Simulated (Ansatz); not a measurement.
Consider the redistribution: `B[SiH](C)BF` + `[SiH3]BOCS` → `B[SiH](C)B[SiH3]` + `FBOCS`.

Calculated with Ansatz (gas phase, PBE0-D4/def2-TZVP geometries, no zero-point term in ΔE). CCSD(T)/CBS is the MP2 limit (def2-TZVPP, def2-QZVPP) plus CCSD(T) − MP2 in def2-TZVPP, frozen cores. DFT in def2-TZVPP. B3LYP here is the variant with VWN-RPA as its local correlation; programs differ in this. Each species was taken in one conformer, which may not be the lowest.

```tsv
level	ΔE (kJ/mol)
r2SCAN	-25.8
B3LYP	-16.3
```

**Question.** What does CCSD(T)/CBS give? (Best estimate.)

**Answer.** The calculation gave: -23.0 kJ/mol. The listed levels differ from it by -2.8, 6.7 kJ/mol.

Largest T1 diagnostic among the species: 0.015.

The D4 term adds −5.0 kJ/mol with B3LYP and −2.8 kJ/mol with PBE0; it sums over pairs of atoms, weighted by their polarisabilities, and B3LYP, whose exchange is more repulsive, gets the larger term. From PBE to PBE0 (25 % exact exchange), in def2-TZVPP and without D4, ΔE moves by −4.0 kJ/mol.
